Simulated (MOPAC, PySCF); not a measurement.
[Cd(F)(NH2)], neutral singlet in the gas phase. 

Cartesian coordinates (Å):
```xyz
5

Cd     0.1153     0.0722     0.0658
F     -1.3564     1.0239     0.9052
N      1.5283    -1.0771    -0.8042
H      2.3843    -1.0386    -0.2286
H      1.8016    -0.6414    -1.6992
```
Charge 0, spin multiplicity 1.

All levels are single points at this geometry (PBE-D3(BJ)/def2-SVP); Pople sets use spherical d functions. Orbital energies aren't observables, and empty levels follow the basis.

HF/6-31G* (LANL2DZ on Cd) in PySCF gives gap (eV) = 12.19.

**Question.** Estimate the gap (eV) from each of these levels: B3LYP-D3(BJ)/def2-TZVP in PySCF; TPSSh-D3(BJ)/def2-TZVP in PySCF; B3LYP/6-31G* (LANL2DZ on Cd) in PySCF; BP86/6-31G* (LANL2DZ on Cd) in PySCF; PM3 in MOPAC.

**Answer.** 
```
level                                  gap (eV)
-------------------------------------  --------
B3LYP-D3(BJ)/def2-TZVP in PySCF            5.56
TPSSh-D3(BJ)/def2-TZVP in PySCF            4.99
B3LYP/6-31G* (LANL2DZ on Cd) in PySCF      5.33
BP86/6-31G* (LANL2DZ on Cd) in PySCF       3.67
PM3 in MOPAC                               9.31
```
